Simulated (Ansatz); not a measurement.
Input:

```yaml
crystal:
  periodic: [false, false, false]
  atoms:
    - { symbol: Ge, position_ang: [0.0, 0.0, 0.0] }
    - { symbol: Ge, position_ang: [0.0, 0.0, 2.4] }
    - { symbol: H, position_ang: [-1.3958, -0.4318, 2.9174] }
    - { symbol: H, position_ang: [1.0719, -0.9929, 2.9174] }
    - { symbol: H, position_ang: [0.324, 1.4247, 2.9174] }
    - { symbol: H, position_ang: [1.4616, 0.0, -0.5162] }
    - { symbol: H, position_ang: [-0.73, 1.2648, -0.5162] }
    - { symbol: C, position_ang: [-0.9232, -1.5994, -0.6527] }
    - { symbol: H, position_ang: [-1.4228, -2.1111, 0.1962] }
    - { symbol: H, position_ang: [-1.6833, -1.3066, -1.4068] }
    - { symbol: H, position_ang: [-0.1873, -2.288, -1.1178] }
basis:
  gaussian: { orbitals: def2-SVP }
hamiltonian:
  xc: pbe
  dispersion: d4
relax:
  f_tol: 0.02
  max_steps: 40
```

Launched with:

```bash
$ ansatz run input.yaml --threads 2 --pin off --max-ram 3072MiB --backend cpu --events-out ev --progress --plain --runs-dir out
```

Hardware: 2 threads of Intel(R) Xeon(R) Platinum 8259CL CPU @ 2.50GHz (Skylake/Cascade Lake), on a shared host.

Task: Roughly how long does this run take, and how much memory?

Result: 54 s, with a peak of 0.19 GiB, for 15 ionic steps.
